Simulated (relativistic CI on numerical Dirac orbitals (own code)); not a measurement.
Hyperfine structure of Dy56+, mass number 163

Computed by Dirac-Coulomb-Breit CI, KLI orbitals optimised for each configuration, model QED, unscaled Slater integrals (own radial code, finite nucleus).

Configuration list (outside the closed core 1s2): 2s2 2p6, 2s2 2p5 3s, 2s2 2p5 3p, 2s2 2p5 3d, 2s 2p6 3s, 2s 2p6 3p, 2s 2p6 3d, 2s2 2p5 4s, 2s2 2p5 4p, 2s2 2p5 4d, 2s2 2p5 4f, 2s2 2p4 3s2, 2s 2p6 4s, 2s 2p6 4p, 2s2 2p4 3s 3p, 2s 2p6 4d. Levels of other configurations are missing.

Nuclear spin I = 5/2, μ = 0.671 μN, Q = 2.65 b (tables of Stone and Pyykkö). The electronic factors are computed for point nuclear moments, without core polarisation or the Bohr-Weisskopf and QED corrections.

```tsv
Level	E (10³ cm⁻¹)	A (GHz)	B (GHz)
2s2 2p5 3s 3P°_2	52560.8	363.4	-2880
2s2 2p5 3s 1P°_1	52619.7	-64.3	-1410
2s2 2p5 3p 3D_2	53584.1	193.1	-2880
2s2 2p5 3p 3D_3	55355.7	95.63	-2070
2s2 2p5 3p 1P_1	55357.4	97.15	791
2s2 2p5 3p 3P_2	55444.9	95.5	-6.76
2s2 2p5 3d 3P°_1	56532.4	77.44	1010
2s2 2p5 3d 3F°_3	56550.7	86.05	-2740
```

Levels with J = 0, under 50 % of one LS term, or S terms without an open s electron are left out. Small factors come from cancelling terms and can be off by tens of per cent or more.

At this charge energies of transitions that change n are usually good to better than 1 %, and those within a shell (Δn = 0) to a few per cent.

Give the hyperfine levels of 2s2 2p5 3s 3P°_2 relative to its centre of gravity.

With K = F(F + 1) − I(I + 1) − J(J + 1), E = AK/2 + B[¾K(K + 1) − I(I + 1)J(J + 1)]/[2I(2I − 1)J(2J − 1)]: F = 1/2: -4558, F = 3/2: -2718, F = 5/2: -370.9, F = 7/2: 1405, F = 9/2: 1098 GHz.

LS names give the leading component of a level, which can be under half, so a name can repeat, a term be missing and a line seem to break the LS rules.
